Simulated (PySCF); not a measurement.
Choosing a molecule for a target property.

Species are written as SMILES; each is one conformer at its optimised geometry, gas phase, non-relativistic unless stated. Electronic properties by PySCF.

The conformers computed, where there is a choice (atom-mapped SMILES and torsion angles):
- `[CH3:1][CH2:2][SiH2:3][NH:4][SiH3:5]`: C1–C2–Si3–N4 179°, C2–Si3–N4–Si5 120°
- `[CH3:1][NH:2][SiH2:3][SiH2:4][CH3:5]`: C1–N2–Si3–Si4 -166°, N2–Si3–Si4–C5 60°
- `[CH3:1][N:2]([CH3:3])[GeH2:4][PH2:5]`: C1–N2–Ge4–P5 174°, H–P5–Ge4–N2 -169°, H–P5–Ge4–N2 98°
- `[SiH3:1][O:2][C:3]1=[CH:4][O:5][AlH2-:6][O+:7]=[CH:8]1`: Si1–O2–C3–C4 1°

(1) Wanted: lowest triplet excitation (Tamm–Dancoff) between 5.3 eV and 8 eV (TDA CAM-B3LYP/def2-SVPD) and vertical ionisation energy below 9.2 eV (ΔSCF CAM-B3LYP/def2-SVPD), at PBE0-D3(BJ)/def2-SVP geometries. Which candidate meets both?
A. `CC[SiH2]N[SiH3]`
B. `F[SiH](F)F`
C. `CN[SiH2][SiH2]C`
D. `[SiH3][As]([SiH3])[SiH3]`

(2) Wanted: electronic spatial extent ⟨r²⟩ about the centre of nuclear charge below 1060 bohr² (CAM-B3LYP/def2-SVPD) and dipole moment above 1.5 D (CAM-B3LYP/def2-SVPD), at PBE0-D3(BJ)/def2-SVP geometries. Which candidate meets both?
A. `[SiH3][As]([SiH3])[SiH3]`
B. `C[N](C)[GeH2][PH2]`
C. `[SiH3]OC1=C[O][AlH2-][O+]=C1`
D. `CC[SiH2]N[SiH3]`
E. `[SiH](F)(F)F`

(3) Wanted: lowest singlet excitation between 5 eV and 6 eV (TDDFT CAM-B3LYP/def2-SVPD) and static isotropic polarisability below 93 au (CAM-B3LYP/def2-SVPD), at PBE0-D3(BJ)/def2-SVP geometries. Which candidate meets both?
A. `[SiH3]N[SiH2]CC`
B. `[PH2][GeH2][N](C)C`
C. `[SiH3][As]([SiH3])[SiH3]`
D. `[SiH3]OC1=C[O][AlH2-][O+]=C1`
E. `CN[SiH2][SiH2]C`
F. `F[SiH](F)F`

Results:

(1) C. Computed values:
```
                 species  lowest triplet excitation (Tamm–Dancoff)  vertical ionisation energy
[SiH3][As]([SiH3])[SiH3]                                   5.22 eV                     9.08 eV
         CN[SiH2][SiH2]C                                   5.40 eV                     8.77 eV
         CC[SiH2]N[SiH3]                                   5.87 eV                     9.27 eV
              F[SiH](F)F                                   9.67 eV                    14.48 eV
```

(2) E. Computed values:
| species | electronic spatial extent ⟨r²⟩ about the centre of nuclear charge | dipole moment |
| --- | --- | --- |
| [SiH](F)(F)F | 302 bohr² | 1.66 D |
| C[N](C)[GeH2][PH2] | 995 bohr² | 0.88 D |
| [SiH3][As]([SiH3])[SiH3] | 1125 bohr² | 0.39 D |
| CC[SiH2]N[SiH3] | 1172 bohr² | 1.27 D |
| [SiH3]OC1=C[O][AlH2-][O+]=C1 | 1691 bohr² | 4.49 D |

(3) E. Computed values:
```
                     species  lowest singlet excitation  static isotropic polarisability
[SiH3]OC1=C[O][AlH2-][O+]=C1                    3.74 eV                          99.6 au
          [PH2][GeH2][N](C)C                    5.47 eV                          94.6 au
             CN[SiH2][SiH2]C                    5.73 eV                          92.3 au
    [SiH3][As]([SiH3])[SiH3]                    5.86 eV                         122.1 au
             [SiH3]N[SiH2]CC                    6.19 eV                          87.3 au
                  F[SiH](F)F                   10.66 eV                          24.5 au
```
